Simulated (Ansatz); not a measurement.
Calculated with Ansatz (gas phase, PBE0-D4/def2-TZVP geometries, no zero-point term in ΔE). CBS: MP2 limit from def2 TZ/QZ plus the TZ coupled-cluster correction, frozen cores. This one scheme is used for every species. DFT in def2-TZVPP. For Br outer-core shells are correlated without core-valence functions, which leaves a few kJ/mol of doubt a bond. Scalar relativity is left out up to krypton. One conformer a species, not always the lowest.

Consider the substitution at a C–N bond: `CN([SiH3])[SiH2]F` + `N[SiH](F)Br` → `CN[SiH](F)Br` + `F[SiH2]N[SiH3]`.

`CN([SiH3])[SiH2]F`:

Z-matrix (Å, degrees):
```
C
N 1 1.464
H 1 1.093 2 110.7
H 1 1.095 2 112.0 3 120.3
H 1 1.095 2 110.8 3 -118.9
Si 2 1.734 1 115.9 3 167.1
Si 2 1.705 1 119.0 3 -19.6
H 6 1.483 2 108.3 1 179.8
H 6 1.489 2 109.6 1 -59.6
H 6 1.489 2 111.2 1 59.1
F 7 1.603 2 112.7 1 -77.3
H 7 1.478 2 109.1 1 164.1
H 7 1.482 2 109.0 1 39.2
```

`N[SiH](F)Br`:

```xyz
7

N    -0.273   -1.031   -0.176
Si    0.235    0.569   -0.027
F    -0.810    1.649   -0.558
Br    0.508    1.001    2.119
H    -0.894   -1.463    0.486
H    -0.242   -1.516   -1.057
H     1.476    0.791   -0.787
```

`CN[SiH](F)Br`:

```xyz
10

C     1.064   -0.050   -0.948
N     0.431   -0.373    0.314
Si   -1.112    0.049    0.832
F    -2.287   -0.695    0.053
Br   -1.494    2.196    0.454
H     2.080    0.324   -0.795
H     1.107   -0.910   -1.624
H     0.500    0.739   -1.448
H     0.955   -1.006    0.897
H    -1.244   -0.273    2.263
```

`F[SiH2]N[SiH3]`:

Cartesian coordinates in Å:
```
F 0.063 2.134 1.407
Si 0.629 1.402 0.100
N -0.409 0.171 -0.464
Si -0.452 -1.495 0.013
H 0.750 2.452 -0.936
H 1.921 0.796 0.485
H -1.154 0.475 -1.077
H -1.700 -1.832 0.748
H 0.720 -1.715 0.896
H -0.369 -2.388 -1.173
```

```tsv
level	ΔE (kcal/mol)
ωB97X-V	-0.9
PBE0	-1.3
HF/def2-TZVPP	-2.4
MP2/CBS(def2)	-0.6
```

(1) What does CCSD(T)/CBS give? (Best estimate.)

Largest T1 diagnostic among the species: 0.011.

Results:

(1) Computed: -0.9 kcal/mol. The listed levels differ from it by 0.0, -0.4, -1.5, 0.3 kcal/mol.

In def2-TZVPP, CCSD(T) changes the Hartree–Fock value by +1.7 kcal/mol (the triples alone add +0.3 kcal/mol) and MP2 by +2.0 kcal/mol.

CCSD(T)/CBS has its own doubt, a few kJ/mol and more with outer-core shells, so smaller differences from it don't rank the levels.
